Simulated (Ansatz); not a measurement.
`C#[C][AlH][OH]` + `BO` → `B[O][AlH][OH]` + acetylene at 700 K and 1 bar (ligand exchange at the Al–C bond).

Computed with Ansatz on PBE0-D4/def2-TZVP structures; ΔE is electronic, products minus reactants. CCSD(T)/CBS adds triple-zeta CCSD(T) − MP2 to the extrapolated MP2 energy (def2 sets, frozen cores). This one scheme is used for every species. One conformer a species, not always the lowest.

```
         species  CCSD(T)/CBS energy (Eh)  H − E (kJ/mol)  S (J/(mol·K))
`C#[C][AlH][OH]`               -395.10198           164.2          399.2
            `BO`               -101.80414           126.4          277.4
 `B[O][AlH][OH]`               -419.70702           187.7          428.4
           `C#C`                -77.22717           102.1          244.4
```

H − E and S are ideal-gas, rigid-rotor, harmonic terms from PBE0-D4/def2-TZVP, for one conformer and one mirror image of each species. 1 Eh = 2625.50 kJ/mol, R = 8.31446 J/(mol·K).

By hand: ΔE, ΔH, ΔS and ΔG.

ΔE = (-419.70702) + (-77.22717) − (-395.10198) − (-101.80414) = -0.02807 Eh = -73.7 kJ/mol. Δ(H − E) = 187.7 + 102.1 − 164.2 − 126.4 = -0.8, so ΔH = -74.5 kJ/mol. ΔS = 428.4 + 244.4 − 399.2 − 277.4 = -3.8 J/(mol·K). ΔG = -74.5 − 700 × (-3.8)/1000 = -71.8 kJ/mol.

By hand: the equilibrium constant, and the temperature at which ΔG would vanish if ΔH and ΔS stayed fixed.

log₁₀ K = −ΔG/(RT ln 10) = 5.4. ΔG = 0 at ΔH/ΔS = 19605 K, far beyond where these terms or the molecules hold.

The number of gas molecules stays the same, so ΔS is small and ΔH decides. A doubt of 5 kJ/mol in ΔE shifts log₁₀ K by 0.4 here. Other conformers and mirror images would add mixing entropy, several J/(mol·K) or more a flexible species. These are equilibria of isolated gas molecules and say nothing of rates. Largest T1 diagnostic: 0.014 (customary marks: 0.02 for closed shells, 0.045 for open ones).
